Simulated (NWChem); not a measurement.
System: SiHI3; SMILES I[SiH](I)I

Excerpt of the output:

```
             Northwest Computational Chemistry Package (NWChem) 7.3.0
             --------------------------------------------------------

 C3  symmetry detected

                             Geometry "geometry" -> ""
                             -------------------------

 Output coordinates in angstroms (scale by  1.889725989 to convert to a.u.)

  No.       Tag          Charge          X              Y              Z
 ---- ---------------- ---------- -------------- -------------- --------------
    1 Si                  14.0000     0.00000000    -0.00000000     0.69028251
    2 I                   53.0000     2.08768099     1.05055918    -0.07453549
    3 I                   53.0000    -0.13402956    -2.33326436    -0.07453549
    4 I                   53.0000    -1.95365143     1.28270518    -0.07453549
    5 H                    1.0000     0.00000000    -0.00000000     2.18718751

 Effective nuclear repulsion energy (a.u.)    1611.4676734939

      Symmetry information
      --------------------

 Group name             C3
 Group number              5
 Group order               3
 No. of unique centers     3

                                 NWChem DFT Module
                                 -----------------

 Summary of "ao basis" -> "ao basis" (spherical)
 ------------------------------------------------------------------------------
       Tag                 Description            Shells   Functions and Types
 ---------------- ------------------------------  ------  ---------------------
 Si                         def2-svp                 8       18   4s3p1d
 I                          def2-svp                10       26   4s4p2d
 H                          def2-svp                 3        5   2s1p

      Symmetry analysis of basis
      --------------------------

        a          37
        e+         32
        e-         32

  Rotation of axis

            General Information
            -------------------
          SCF calculation type: DFT
          Wavefunction type:  closed shell.
          No. of atoms     :     5
          No. of electrons :    90
           Alpha electrons :    45
            Beta electrons :    45
          Charge           :     0
          Spin multiplicity:     1
          Use of symmetry is: on ; symmetry adaption is: on
          Maximum number of iterations: 150
          AO basis - number of functions:   101
                     number of shells:    41
          Convergence on energy requested:  1.00D-06
          Convergence on density requested:  1.00D-05
          Convergence on gradient requested:  5.00D-04

              XC Information
              --------------
                         SCAN Method XC Functional
                  SCAN metaGGA Exchange Functional  1.000
                        SCAN Correlation Potential  1.000

             Grid Information
             ----------------
          Grid used for XC integration:  medium
          Radial quadrature: Mura-Knowles
          Angular quadrature: Lebedev.
          Tag              B.-S. Rad. Rad. Pts. Rad. Cut. Ang. Pts.
          ---              ---------- --------- --------- ---------
          Si                  1.10       88           9.0       590
          I                   1.40      123          11.0       590
          H                   0.35       45          10.0       434
          Grid pruning is: on
          Number of quadrature shells:   256
          Spatial weights used:  Erf1

      Superposition of Atomic Density Guess
      -------------------------------------

 Sum of atomic energies:       -1330.61918297

      Non-variational initial energy
      ------------------------------

 Total energy =   -1179.889568
 1-e energy   =   -2928.994601
 2-e energy   =    1260.888244
 HOMO         =      -0.326837
 LUMO         =      -0.028570

      Symmetry analysis of molecular orbitals - initial
      -------------------------------------------------

  Numbering of irreducible representations:

     1 a           2 e+          3 e-

  Orbital symmetries:

     1 a           2 a           3 e+          4 e+          5 a
     6 a           7 e+          8 e+          9 a          10 e+
    11 e+         12 e+         13 e+         14 a          15 a
    16 e+         17 e+         18 a          19 e+         20 e+
    21 a          22 e+         23 e+         24 e+         25 e+
    26 a          27 a          28 e+         29 e+         30 e+
    31 e+         32 a          33 a          34 e+         35 e+
    36 a          37 a          38 e+         39 e+         40 e+
    41 e+         42 e+         43 e+         44 a          45 a
    46 a          47 e+         48 e+         49 a          50 a
    51 e+         52 e+         53 a          54 e+         55 e+

     ---------------------------------------------
      Total Density - Mulliken Population Analysis
     ---------------------------------------------

[...]

                         DFT ENERGY GRADIENTS

    atom               coordinates                        gradient
                 x          y          z           x          y          z
   1 Si      0.000000  -0.000000   1.304445    0.000000  -0.000000  -0.000711
   2 I       3.945145   1.985269  -0.140852    0.003382   0.001799  -0.001119
   3 I      -0.253279  -4.409230  -0.140852   -0.000133  -0.003829  -0.001119
   4 I      -3.691866   2.423961  -0.140852   -0.003249   0.002030  -0.001119
   5 H       0.000000  -0.000000   4.133185   -0.000000   0.000000   0.004068
```

Level: SCAN/def2-SVP with def2 effective core potentials on I. All runs use the structure optimised with PBE-D3(BJ)/def2-SVP. def2 effective core potentials on I; no spin-orbit coupling.

### Question
Write an input that gives this output.

### Answer
One answer among several that fit: the input that was run:
```
start job
memory heap 200 mb stack 900 mb global 1100 mb
geometry units angstroms noautoz
  Si     0.000000     0.000000     0.689265
  I      2.207349     0.767917    -0.075553
  I     -0.438639    -2.295579    -0.075553
  I     -1.768710     1.527662    -0.075553
  H      0.000000     0.000000     2.186170
end
basis spherical
  Si library def2-svp
  I library def2-svp
  H library def2-svp
end
ecp
  I library def2-ecp
end
dft
  xc scan
  iterations 150
  mulliken
end
task dft gradient
```
